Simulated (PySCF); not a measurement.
What settings do to a single point of [Pb(NH2)2]2+

The sound run of [Pb(NH2)2]2+ (singlet) uses PySCF 2.14.0, RKS PBE, Pb def2-SVP with ECP60, N def2-SVP, H def2-SVP; non-relativistic Hamiltonian with scalar-relativistic core potentials where named; density fitting; no spin-orbit coupling, grid (50, 194), threshold 1e-8 Eh and 55 cycles, at the relaxed geometry:

```xyz
7

Pb    0.0000    0.0000   -0.1503
N     1.9778   -0.1033    0.8210
H     2.6898   -0.6261    0.2525
H     2.3898    0.8433    1.0199
N    -1.9778    0.1033    0.8210
H    -2.6898    0.6261    0.2525
H    -2.3898   -0.8433    1.0199
```

There Pb1 has a Mulliken charge of 1.29 e and the dipole about the centre of mass is 1.03 D. Each run below changes one thing and starts from free metal ions and neutral atoms unless it says otherwise; with 55 cycles, smearing, a level shift and second-order steps follow where DIIS fails, and their cycles count. Energy shifts count from the sound run.

```tsv
change	outcome	cycles	energy shift (eV)	largest force component (eV/Å)	charge on Pb1 (e)	dipole about the centre of mass (D)
threshold 1e-06	converged	7	0.0000	0.01	1.29	1.04
start from the bare core Hamiltonian, limit 89 cycles	converged	13	0.0000	0.01	1.29	1.03
grid (15, 26)	converged	9	3.15	0.67	1.35	0.79
```

Q: How does the run with this change end: all coordinates × 0.94?

A: outcome converged, cycles 8, energy shift (eV) 0.47, largest force component (eV/Å) 2.58, charge on Pb1 (e) 1.29, dipole about the centre of mass (D) 0.76.

Unsound on purpose, so not properties of the compound: grid (15, 26).

Forces carry noise of the integration grid, about 0.01 to 0.03 eV/Å.
